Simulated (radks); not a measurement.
Q: All-electron atom: the ruthenium ion Ru21+ in [Ar] 3d5 (the NIST ground configuration). Method: Dirac Kohn-Sham, relativistic LDA (MacDonald-Vosko exchange, VWN5 correlation), spin-unpolarised, spherical densities, finite nucleus; open shells fill j = l - 1/2 first; Fermi nuclear charge, rms radius 4.4809 fm; computed with a radial shooting solver on a logarithmic mesh with Libxc functionals.

Spin-orbit splittings of the eigenvalues, e(l+1/2) - e(l-1/2), with zeta = 2 splitting/(2l+1) and mean radii in bohr:

| shell | occ. | splitting (eV) | zeta (eV) | <r> j=l-1/2 | <r> j=l+1/2 |
|---|---|---|---|---|---|
| 2p | 6 | 130.6 | 87.09 | 0.1234 | 0.1280 |
| 3p | 6 | ? | ? | 0.3695 | 0.3780 |
| 3d | 5 | 5.507 | 2.203 | 0.3411 | 0.3437 |

Estimate the 3p splitting.

A: 25.97 eV (zeta = 17.31 eV).
